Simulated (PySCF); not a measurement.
H₂O, charge +1, doublet, geometry from GFN2-xTB (a state made from the parent by changing its charge; the spin is typed, not shown lowest); M062X/def2-SVP run with PySCF.

Here is a job for PySCF.
```python
from pyscf import gto, scf, dft

mol = gto.Mole()
mol.atom = '''
    O     0.00838048    0.00164066    0.09925610
    H    -0.05320696    0.86638286   -0.40979171
    H    -0.01383690   -0.87950812   -0.38425707
'''
mol.basis = 'def2-svp'
mol.charge = 1
mol.spin = 1
mol.verbose = 5
mol.build()

mf = dft.UKS(mol)
mf.xc = 'm062x'
mf.small_rho_cutoff = 0
mf.kernel()
mf.analyze()
```

**Question.** Predict the main parts of the log of this PySCF run.

**Answer.** 
```
PySCF version 2.14.0

[INPUT] verbose = 5
[INPUT] max_memory = 4000
[INPUT] num. atoms = 3
[INPUT] num. electrons = 9
[INPUT] charge = 1
[INPUT] spin (= nelec alpha-beta = 2S) = 1
[INPUT] symmetry False subgroup None
[INPUT] Mole.unit = angstrom
[INPUT] Symbol           X                Y                Z      unit          X                Y                Z       unit  Magmom
[...]
[INPUT] ---------------- BASIS SET ----------------
[INPUT] l, kappa, [nprim/nctr], expnt,             c_1 c_2 ...
[INPUT] O
[...]
                                340.87010191      -0.03989003923
                                77.363135167      -0.17853911985
                                21.47964494       -0.46427684959
                                6.6589433124      -0.44309745172
[...]
                                3.863550544       0.23094120765
                                1.0480920883      0.51375311064
[...]
[INPUT] H
[...]
                                1.9622572         0.13796524
                                0.44453796        0.47831935
[...]
nuclear repulsion = 8.7248799919794
number of shells = 12
number of NR pGTOs = 38
number of NR cGTOs = 24
basis = def2-svp
ecp = {}

******** <class 'pyscf.dft.uks.UKS'> ********
method = UKS
initial guess = minao
damping factor = 0
level_shift factor = 0
DIIS = <class 'pyscf.scf.diis.CDIIS'>
diis_start_cycle = 1
diis_space = 8
diis_damp = 0
SCF conv_tol = 1e-09
SCF conv_tol_grad = None
SCF max_cycles = 50
direct_scf = True
direct_scf_tol = 1e-13
number electrons alpha = 5  beta = 4
XC library pyscf.dft.libxc version 7.1.2
    S. Lehtola, C. Steigemann, M. J. T. Oliveira, and M. A. L. Marques,  SoftwareX 7, 1–5 (2018)
XC functionals = m062x
    Y. Zhao and D. G. Truhlar,  Theor. Chem. Acc. 120, 215 (2008)
    Y. Zhao and D. G. Truhlar,  Theor. Chem. Acc. 120, 215 (2008)
radial grids:
    Treutler-Ahlrichs [JCP 102, 346 (1995); DOI:10.1063/1.469408] (M4) radial grids

becke partition: Becke, JCP 88, 2547 (1988); DOI:10.1063/1.454033
pruning grids: <function nwchem_prune>
grids dens level: 3
symmetrized grids: False
atomic radii adjust function: <function treutler_atomic_radii_adjust>
small_rho_cutoff = 0
Set gradient conv threshold to 3.16228e-05
atom O rad-grids = 75, ang-grids = [ 50  50  50  50  50  50  50  50  50  50  50  50  50  50  50  50  50  50
  50  50  50  50  50  86  86  86  86  86  86  86  86  86 266 266 266 266
 266 266 266 302 302 302 302 302 302 302 302 302 302 302 302 302 302 302
 302 302 302 302 302 266 266 266 266 266 266 266 266 266 266 266 266 266
 266 266 266]
atom H rad-grids = 50, ang-grids = [ 50  50  50  50  50  50  50  50  50  50  50  50  50  50  50  86  86  86
  86 266 266 266 266 266 302 302 302 302 302 302 302 302 302 302 302 302
 302 266 266 266 266 266 266 266 266 266 266 266 266 266]
tot_boxes 1080, boxes in each direction [ 7 10  8]
Padding 6 grids
tot grids = 33704
nelec by numeric integration = [4.99314493 4.99314493]
E1 = -120.7353719372328  E2 = 35.866520870943646  Ecoul = 44.8938649042551  Exc = -9.027344033311461
init E= -76.1439710743097
cond(S) = 78.59039238831275

  alpha mo_energy =
[-1.98483440e+01 -1.27735860e+00 -6.77557935e-01 -5.00164477e-01
 -4.41262222e-01  1.80144952e-02  1.06798658e-01  5.45202612e-01
  5.92888543e-01  8.62138867e-01  8.77336837e-01  9.73316815e-01
  1.04027220e+00  1.29809530e+00  1.55189877e+00  1.59489593e+00
  1.65611682e+00  2.14216489e+00  2.15449765e+00  2.74526250e+00
  2.89245504e+00  2.93492234e+00  3.52283434e+00  3.55804542e+00]
  beta  mo_energy =
[-1.98483440e+01 -1.27735860e+00 -6.77557935e-01 -5.00164477e-01
 -4.41262222e-01  1.80144952e-02  1.06798658e-01  5.45202612e-01
  5.92888543e-01  8.62138867e-01  8.77336837e-01  9.73316815e-01
  1.04027220e+00  1.29809530e+00  1.55189877e+00  1.59489593e+00
  1.65611682e+00  2.14216489e+00  2.15449765e+00  2.74526250e+00
  2.89245504e+00  2.93492234e+00  3.52283434e+00  3.55804542e+00]
multiplicity <S^2> = 0.75  2S+1 = 2
nelec by numeric integration = [5. 4.]
E1 = -116.66880221408188  E2 = 32.09833843811671  Ecoul = 40.890162919998694  Exc = -8.791824481881985
cycle= 1 E= -75.8455837839858  delta_E= 0.298  |g|= 0.218  |ddm|= 1.01
  alpha mo_energy =
[-20.31328356  -1.66042139  -1.14011506  -0.9996085   -0.96961214
  -0.27122973  -0.18827666   0.17658174   0.24084411   0.47780278
   0.51787657   0.62886767   0.6713173    0.89007175   1.17187122
   1.20910801   1.27737044   1.73150235   1.77060456   2.3197329
   2.48501129   2.5015272    3.12208772   3.17258041]
  beta  mo_energy =
[-20.29980475  -1.58661913  -1.11498674  -0.9360282   -0.57697974
  -0.26842786  -0.18391328   0.17909423   0.24276451   0.52575977
   0.53469758   0.63501888   0.68569425   0.91450014   1.18211253
   1.21650475   1.28050709   1.77048923   1.77758368   2.37011678
   2.5284335    2.5474443    3.16581068   3.20200342]
multiplicity <S^2> = 0.75097766  2S+1 = 2.0009774
nelec by numeric integration = [4.99999999 3.99999999]
E1 = -117.74244528285337  E2 = 33.153669570225084  Ecoul = 42.11675290984704  Exc = -8.963083339621951
cycle= 2 E= -75.8638957206489  delta_E= -0.0183  |g|= 0.115  |ddm|= 0.231
  alpha mo_energy =
[-20.14713702  -1.59325103  -1.08111161  -0.93652481  -0.9104794
  -0.24884952  -0.1664707    0.20099239   0.26591908   0.52506138
   0.56085644   0.66389709   0.70969549   0.92527003   1.20552065
   1.24137097   1.30737061   1.77637126   1.81354989   2.38149552
   2.54437111   2.56266098   3.18097785   3.23492175]
  beta  mo_energy =
[-20.1300349   -1.51495365  -1.05581689  -0.87636718  -0.50823662
  -0.24560701  -0.16138177   0.20460405   0.26847072   0.56961914
   0.59495447   0.66960202   0.72170218   0.94806378   1.21406865
   1.24667964   1.31000055   1.81686092   1.82183815   2.43438483
   2.59004231   2.61050359   3.22817411   3.2663033 ]
multiplicity <S^2> = 0.75165966  2S+1 = 2.001659
nelec by numeric integration = [4.99999999 3.99999999]
[...]
converged SCF energy = -75.8688877672002  <S^2> = 0.75288737  2S+1 = 2.0028853
Total Energy =                         -75.868887767200221
[...]
0 O 2pz          0.00699   0.00027   0.03497   0.00001  -0.04657
0 O 3px          0.97524  -0.01972  -0.00110  -0.00001  -0.02752
0 O 3py          0.02075   0.87385  -0.00029   0.00017  -0.00541
0 O 3pz         -0.08532  -0.01282  -0.01657  -0.00001  -0.32384
0 O 3dxy         0.00013   0.01836   0.00790  -0.34856  -0.00070
0 O 3dyz         0.00014   0.21771   0.00452   0.02968  -0.01023
0 O 3dz^2       -0.00097  -0.00552   0.07986  -0.00072  -0.35799
0 O 3dxz         0.00652  -0.00519  -0.00334   0.00442  -0.05316
0 O 3dx2-y2      0.00080  -0.00401   0.17589   0.01530   0.00188
1 H 1s           0.00006   0.11100   0.10067  -0.00000   0.00529
1 H 2s          -0.00005  -0.11094  -0.06941   0.00003   0.08407
1 H 2px          0.13084   0.00903  -0.01138  -0.65981   0.04354
1 H 2py          0.00273   0.21013  -0.09121  -0.01412   0.17801
1 H 2pz         -0.01165   0.15802  -0.15849   0.05591   0.55259
2 H 1s           0.00006  -0.11099   0.10069   0.00000   0.00528
2 H 2s          -0.00004   0.11094  -0.06942  -0.00002   0.08410
2 H 2px          0.13084  -0.01835  -0.01545   0.65982   0.05123
2 H 2py          0.00284   0.20479   0.08594   0.01408  -0.15958
2 H 2pz         -0.01165  -0.16407  -0.16111  -0.05599   0.55755
               #16       #17       #18       #19       #20
0 O 1s           0.00000  -0.00000  -0.00207   0.00000   0.00000
0 O 2s           0.00002  -0.00001  -0.04989   0.00007  -0.00001
0 O 3s          -0.00027   0.00003   0.02345  -0.00004  -0.00005
0 O 2px         -0.03749  -0.00080   0.00310  -0.00154   0.00923
0 O 2py         -0.00079   0.03565   0.00071   0.06841   0.00020
0 O 2pz          0.00320  -0.00052   0.03711  -0.00105  -0.00082
0 O 3px         -0.17705  -0.00911  -0.00649   0.00339  -0.06408
0 O 3py         -0.00379   0.40405  -0.00152  -0.14959  -0.00136
0 O 3pz          0.01523  -0.00594  -0.07747   0.00231   0.00557
0 O 3dxy        -0.00572  -0.00220  -0.02005   0.03251   0.01715
0 O 3dyz        -0.00621  -0.02609  -0.00229   0.38748   0.01878
0 O 3dz^2        0.04621   0.00065   0.10607  -0.00993  -0.13901
0 O 3dxz        -0.31065   0.00062   0.05536  -0.00926   0.93481
0 O 3dx2-y2     -0.02629   0.00045  -0.46400  -0.00646   0.07941
1 H 1s          -0.00000  -0.00631   0.01753  -0.02657  -0.00001
1 H 2s          -0.00008   0.07341   0.00187  -0.03491  -0.00002
1 H 2px          0.65610  -0.03262   0.02908  -0.04800   0.21785
1 H 2py          0.01390  -0.41424  -0.58250   0.45042   0.00440
1 H 2pz         -0.05615  -0.48914   0.19552  -0.45244  -0.01857
2 H 1s          -0.00001   0.00631   0.01760   0.02652  -0.00001
2 H 2s          -0.00007  -0.07339   0.00198   0.03490  -0.00002
2 H 2px          0.65608   0.05086   0.00271   0.02728   0.21779
2 H 2py          0.01404  -0.39780   0.59011   0.46343   0.00483
2 H 2pz         -0.05605   0.50106   0.17961   0.43847  -0.01859
               #21       #22       #23       #24
0 O 1s           0.00038  -0.00000   0.00160   0.00000
0 O 2s           0.00606  -0.00001   0.01842   0.00001
0 O 3s           0.06161  -0.00008   0.17164   0.00008
0 O 2px          0.00030   0.00000  -0.00181   0.00061
0 O 2py          0.00006   0.00002  -0.00035  -0.02709
0 O 2pz          0.00387  -0.00000  -0.02143   0.00039
0 O 3px         -0.00822   0.00000  -0.00370   0.00370
0 O 3py         -0.00161   0.00001  -0.00065  -0.16379
0 O 3pz         -0.09733   0.00014  -0.04385   0.00238
0 O 3dxy        -0.00394   0.93234  -0.03678   0.07324
0 O 3dyz         0.02319  -0.07945  -0.01715   0.87047
0 O 3dz^2        0.88308   0.00077  -0.21712  -0.02221
0 O 3dxz         0.14483  -0.01193   0.03897  -0.02075
0 O 3dx2-y2     -0.16291  -0.04070  -0.82598  -0.01646
1 H 1s          -0.00365   0.00001  -0.02280   0.03115
1 H 2s           0.02746  -0.00004   0.10818  -0.09418
1 H 2px          0.01002  -0.24667  -0.02335   0.01673
1 H 2py          0.21887  -0.00549   0.24277  -0.27836
1 H 2pz          0.17485   0.02058  -0.21453   0.12793
2 H 1s          -0.00364   0.00001  -0.02278  -0.03117
2 H 2s           0.02746  -0.00004   0.10809   0.09428
2 H 2px          0.02044   0.24668  -0.01225  -0.00413
2 H 2py         -0.21305   0.00558  -0.24946  -0.28268
2 H 2pz          0.18107  -0.02112  -0.20721  -0.11996

To work with the spin densities directly, `use mulliken_meta_spin()` only printing them here.

 ** Mulliken spin pop alpha/beta on meta-lowdin orthogonal AOs **
 ** Mulliken Spin Density (per AO)  **
spin_pop of  0 O 1s       -0.00000
spin_pop of  0 O 2s        0.02081
spin_pop of  0 O 3s       -0.00007
spin_pop of  0 O 2px       0.98873
spin_pop of  0 O 2py       0.02692
spin_pop of  0 O 2pz       0.01618
spin_pop of  0 O 3px       0.00252
spin_pop of  0 O 3py       0.00079
spin_pop of  0 O 3pz       0.00092
spin_pop of  0 O 3dxy      0.00000
spin_pop of  0 O 3dyz      0.00018
spin_pop of  0 O 3dz^2     0.00025
spin_pop of  0 O 3dxz      0.00053
spin_pop of  0 O 3dx2-y2   -0.00061
spin_pop of  1 H 1s       -0.02807
spin_pop of  1 H 2s       -0.00058
spin_pop of  1 H 2px       0.00027
spin_pop of  1 H 2py      -0.00010
spin_pop of  1 H 2pz      -0.00009
spin_pop of  2 H 1s       -0.02807
spin_pop of  2 H 2s       -0.00058
spin_pop of  2 H 2px       0.00027
spin_pop of  2 H 2py      -0.00011
spin_pop of  2 H 2pz      -0.00009
 ** Mulliken Spin Density (per atom)  **
spin density of  0 O =      1.05715
spin density of  1 H =     -0.02858
spin density of  2 H =     -0.02857
 ** Mulliken pop alpha/beta on meta-lowdin orthogonal AOs **
 ** Mulliken pop       alpha | beta **
[...]
In total             5.00000 | 4.00000
 ** Mulliken atomic charges   ( Nelec_alpha | Nelec_beta ) **
charge of  0O =      0.07471  (     4.49122      3.43407 )
charge of  1H =      0.46264  (     0.25439      0.28297 )
charge of  2H =      0.46264  (     0.25439      0.28297 )

WARN: System has nonzero charge 1; the dipole moment is origin-dependent.
Location of origin: [0. 0. 0.]

Dipole moment(X, Y, Z, Debye): -0.17198, -0.03359, -2.03083
```
